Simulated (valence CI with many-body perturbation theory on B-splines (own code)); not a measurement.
**Missing levels of Tl⁶⁸⁺**

Computed by valence CI with perturbative core correlation (CI+MBPT): three valence electrons over a frozen Dirac-Fock core [Ne], radial functions for each j: 11 s, 11 p, 10 d, 8 f, 5 g, 2 h, with the one-electron correlation potential Σ1, the two-electron term Σ2, the three-electron term Σ3, Breit, model QED; selected CI, second order for the rest, scaled by the run's own slope (own B-spline code, finite nucleus).

The last digits are not significant, and no measured levels were compared; by estimate large intervals hold to a few tenths of a per cent, small ones and those within an open d or f shell to about a per cent.

```csv
Level,E (Ry)
(3s^2 3p1/2) J=1/2,0.000
(3s 3p1/2^2) J=1/2,14.310
(3s^2 3p3/2) J=3/2,41.282
(3s 3p1/2 3p3/2) J=3/2 [a],53.025
(3s 3p1/2 3p3/2) J=5/2,54.552
(3s 3p1/2 3p3/2) J=3/2 [b],56.185
(3s 3p1/2 3p3/2) J=1/2,57.083
(3s^2 3d3/2) J=3/2,?
(3s^2 3d5/2) J=5/2,?
(3s 3p1/2 3d3/2) J=3/2 [a],?
(3s 3p1/2 3d3/2) J=3/2 [b],71.071
(3s 3p1/2 3d3/2) J=5/2,?
(3s 3p1/2 3d3/2) J=1/2,?
(3s 3p1/2 3d3/2) J=3/2 [c],74.826
(3s 3p1/2 3d5/2) J=5/2 [a],?
(3s 3p1/2 3d5/2) J=7/2,82.304
(3s 3p1/2 3d5/2) J=5/2 [b],83.130
(3s 3p1/2 3d5/2) J=3/2,83.475
(3p1/2^2 3d3/2) J=3/2,87.784
(3s 3p3/2^2) J=5/2,95.239
```

Levels are named by their leading jj configuration (3d3/2^4 stands for four electrons in 3d with j = 3/2), which in mixed levels can hold well under half, so a name can repeat and another be missing. Letters in brackets count levels of one name in rising energy.

(1) The levels stand in rising order. What does the calculation give for the missing energies?

Results:

(1) (3s^2 3d3/2) J=3/2 60.673; (3s^2 3d5/2) J=5/2 69.018; (3s 3p1/2 3d3/2) J=3/2 [a] 69.992; (3s 3p1/2 3d3/2) J=5/2 71.904; (3s 3p1/2 3d3/2) J=1/2 74.131; (3s 3p1/2 3d5/2) J=5/2 [a] 81.068.
